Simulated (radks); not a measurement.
Values are calculated unless marked as measured or tabulated.
Question: Ionisation ladder of sulfur, from S I to S IV. Each ion is in the ground configuration listed by NIST, and IE = E(next ion) - E(this ion). Level of theory: scalar-relativistic Kohn-Sham, SCAN, spin-unpolarised, spherical densities, finite nucleus; meta-GGA in the generalised Kohn-Sham scheme; Fermi nuclear charge, rms radius 3.2611 fm (a radial shooting solver on a logarithmic mesh with Libxc functionals).

species  configuration  IE, Delta-SCF (eV)  -e(HOMO) (eV)  HOMO
S I       [Ne] 3s2 3p4                   ?          7.226    3p
S II      [Ne] 3s2 3p3                   ?         16.970    3p
S III     [Ne] 3s2 3p2              34.019         28.036    3p
S IV      [Ne] 3s2 3p1              46.548         40.143    3p

Estimate the withheld Delta-SCF values.

Answer: S I: 11.976 eV (NIST 10.360); S II: 22.422 eV (NIST 23.338).

Beside tabulated values, note that spin-unpolarised runs miss the spin-polarisation part of the exchange energy of open shells.
